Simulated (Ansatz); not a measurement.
Computed with Ansatz on PBE0-D4/def2-TZVP structures; ΔE is electronic, products minus reactants. CCSD(T)/CBS adds triple-zeta CCSD(T) − MP2 to the extrapolated MP2 energy (def2 sets, frozen cores). DFT in def2-TZVPP. B3LYP here is the variant with VWN-RPA as its local correlation; programs differ in this. Each species was taken in one conformer, which may not be the lowest.

Reaction (isomerisation): `C/C=C(\F)[SiH3]` → `C=C([SiH3])CF`

**Question.** Is it downhill or uphill in electronic energy at CCSD(T)/CBS, and by how much? (Best estimate.)

**Answer.** Ansatz gave: Uphill: ΔE = +10.0 kJ/mol.

**Question.** What do these levels give: PBE-D4, PBE, B3LYP, HF/def2-TZVPP, HF/def2-QZVPP, CCSD/CBS(def2)? (Estimate.)

**Answer.** The calculation gave: PBE-D4 18.5, PBE 20.0, B3LYP 16.8, HF/def2-TZVPP 7.5, HF/def2-QZVPP 7.6, CCSD/CBS(def2) 9.4 kJ/mol.

Largest T1 diagnostic among the species: 0.012.

From PBE to PBE0 (25 % exact exchange), in def2-TZVPP and without D4, ΔE moves by −3.7 kJ/mol.
